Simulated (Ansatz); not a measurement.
Be13O13 was relaxed with PBE-D4 (def2-SVP) in Ansatz in these states: charge +1 doublet, neutral singlet. The geometries follow in no particular order.

A:

```xyz
26

O    -1.4614   -0.2220    2.6741
O    -0.1260   -2.0006    0.9921
O     1.2021   -0.5809    3.0715
O     2.4884    0.7327    0.9656
O     1.5159   -0.9520   -0.9989
O     2.6128   -1.6792    1.4187
O    -2.2013   -0.2480    0.3965
O    -0.0750    1.4333    1.5468
O     0.1282    0.5896   -2.9112
O    -1.0073   -1.5693   -1.5958
O    -2.5382    0.1284   -2.4070
O     1.0184    1.7629   -0.9918
O    -1.4738    2.7278   -2.1373
Be    0.0032    0.3265    2.7649
Be    1.1236   -1.8043    1.9471
Be   -1.4267   -1.2331    1.4646
Be    0.1673   -1.7134   -0.5761
Be    2.4675   -0.7055    0.1922
Be    2.4519   -0.2376    2.1956
Be    1.1604    1.5288    0.5488
Be   -0.9935   -0.4322   -2.7137
Be    1.1543    0.3630   -1.7467
Be   -1.5169    0.7967    1.3835
Be   -2.3351    1.6080   -2.3803
Be   -2.2185   -0.6715   -1.0610
Be   -0.1204    2.0523   -2.0424
```

B:

```xyz
26

O     0.1706    2.0982   -2.2497
O     1.1635   -0.4571   -1.8411
O    -1.3508    0.0079   -3.0823
O    -2.3069   -1.1966   -0.7715
O     0.1112   -2.0628    0.1694
O    -0.8866   -2.2608   -2.3932
O     1.3980    1.7877   -0.2154
O    -1.4604    1.3802   -0.6207
O     0.4612   -1.0136    2.7862
O     2.2352   -0.5664    0.7122
O     2.1632    1.1126    2.4539
O    -1.5176   -0.3437    1.5929
O    -0.3965    1.4926    3.5329
Be   -1.1705    1.2895   -2.2590
Be   -0.0359   -0.9363   -2.7472
Be    1.3047    1.1158   -1.7146
Be    1.3419   -1.1843   -0.4073
Be   -1.0369   -2.2443   -0.8327
Be   -2.1016   -1.1454   -2.3512
Be   -1.9389    0.0805    0.1387
Be    1.8209   -0.5040    2.2411
Be   -0.3434   -1.4632    1.5161
Be   -0.0748    2.1793   -0.6366
Be    1.0307    1.6527    3.2436
Be    2.1690    1.0265    0.8486
Be   -0.7495    0.1550    2.8868
```

Judge from the bond lengths which geometry belongs to which state (an estimate).

A is the neutral singlet (Be18–Be19 2.057 Å, Be24–Be26 2.284 Å, Be15–Be19 2.069 Å); B is the charge +1 doublet (Be18–Be19 2.156 Å, Be24–Be26 2.354 Å, Be15–Be19 2.114 Å).

At PBE-D4/def2-SVP the gap within one spin of the relaxed charge 1 doublet nearly closes, so an electron or hole may be smeared out by delocalisation error.
